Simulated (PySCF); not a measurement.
## Selenium: a sound run and one with changed settings

Sound run: Se+ [Ar] 3d10 4s2 4p3, Se(2+) [Ar] 3d10 4s2 4p2. All numbers are calculated (PySCF 2.14, scalar relativity by spin-free X2C-1e, in aug-cc-pVDZ-DK (6s5p3d, 36 functions)). In the sound run the correlated levels freeze [Ar] 3d10. The sound run starts from symmetry-adapted Hartree-Fock orbitals and uses a fine grid where one is needed.

Changed run: basis STO-3G, all-electron and non-relativistic. This setting is unsound on purpose.

| species | method | sound run (hartree) | changed run (hartree) | converged |
| --- | --- | --- | --- | --- |
| Se+ | UHF | -2427.64781 | -2373.29984 | yes |
| Se+ | MN15 | -2430.93375 | -2372.05993 | yes |
| Se+ | LDA | -2425.75148 | -2370.86327 | yes |
| Se+ | MP2 | -2427.70519 | -2373.29984 | yes |
| Se(2+) | UHF | -2426.88192 | -2372.53530 | yes |
| Se(2+) | MN15 | -2430.14607 | -2371.29179 | yes |
| Se(2+) | LDA | -2424.96190 | -2370.07955 | yes |
| Se(2+) | MP2 | -2426.92590 | -2372.54313 | yes |
| Se(2+) | CCSD(T) | -2426.94297 | -2372.54903 | yes |

Ionisation energy of Se+:

```json
{"method": "UHF", "sound run (eV)": "20.841", "changed run (eV)": "20.804"}
{"method": "MN15", "sound run (eV)": "21.434", "changed run (eV)": "20.902"}
{"method": "LDA", "sound run (eV)": "21.485", "changed run (eV)": "21.326"}
{"method": "MP2", "sound run (eV)": "21.206", "changed run (eV)": "20.591"}
{"method": "SCS-MP2", "sound run (eV)": "21.078", "changed run (eV)": "20.548"}
```

A minimal basis cannot let orbitals breathe on ionisation and holds almost no correlation. The Hamiltonian changed with the basis, so the totals do not compare.

For comparison, NIST gives 21.196 ± 0.01 eV between the lowest levels.
